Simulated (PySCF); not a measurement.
CdF₂ (SMILES [F][Cd][F]), singlet, geometry from GFN2-xTB (such geometries of metal compounds can be far from the true shape) (core potentials on Cd). Base run: M062X/def2-SVP, TDA run with PySCF.

Here is a job for PySCF.
```python
from pyscf import gto, scf, dft, tdscf

mol = gto.M(
    atom='''
Cd    0.30778358   -0.02139685   -0.07956996
F    -1.00402103    1.16797789   -0.79543098
F    -0.63749138   -1.05386136    1.21980408
''',
    basis='def2-svp',
    ecp={'Cd': 'def2-svp'},
    verbose=4,
)

mf = dft.RKS(mol)
mf.xc = 'm062x'
mf.kernel()
td = mf.TDA()
td.nstates = 5
td.kernel()
td.analyze(verbose=3)
```

The base run was repeated with changes; each row names its change, and settings that it needs were set with it.

| change | first excitation (eV) | oscillator strength of the first | second (eV) | core-seconds (rough) |
|---|---|---|---|---|
| base | 4.01 | 0.004 | 4.29 | 30 |
| states = triplets | 3.37 | - | 4.06 | 30 |
| functional = hf | 5.96 | 0.008 | 6.61 | 2 |
| basis = def2-SVPD | 4.30 | 0.005 | 4.63 | 40 |
| nstates = 15 | 4.01 | 0.004 | 4.29 | 40 |
| conv_tol = 1e-3 | 4.01 | 0.004 | 4.29 | 20 |
| functional = pbe0 | 3.40 | 0.003 | 3.66 | 10 |
| functional = wb97x | 3.94 | 0.003 | 4.25 | 20 |
| functional = pbe | 2.59 | 0.001 | 2.81 | 8 |
| guess vectors = 13 for 5 states | 4.01 | 0.004 | 4.29 | 30 |

An iterative solver can miss low states, so a row lists the states that it found.
